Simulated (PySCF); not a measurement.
# Electron correlation in Nb (niobium, neutral)

[Kr] 4d3 5s1 5p1, one real determinant (an excited configuration). Calculation: PySCF 2.14, in x2c-TZVPPall with one added diffuse shell each of s, p, d, f type (9s7p7d3f1g, 95 functions); the spin-free X2C one-electron Hamiltonian (Gaussian nucleus). Frozen: [Ar] 3d10; 13 electrons correlated.

```json
{"level": "CCSD", "correlation energy (mhartree)": "-295.05"}
{"level": "(T)", "correlation energy (mhartree)": "-7.97"}
{"level": "CCSD(T)", "correlation energy (mhartree)": "-303.02"}
```

Diagnostics: T1 = 0.011, D1 = 0.0476, largest double amplitude 0.029.

Question: Is a single reference adequate?

Answer: Yes, within this model without spin-orbit coupling: T1 lies below 0.03 and no double amplitude reaches 0.07.

The reference is one real determinant that mixes LS terms of this configuration.

This basis was not built for core-valence correlation, so the inner-shell part is incomplete.
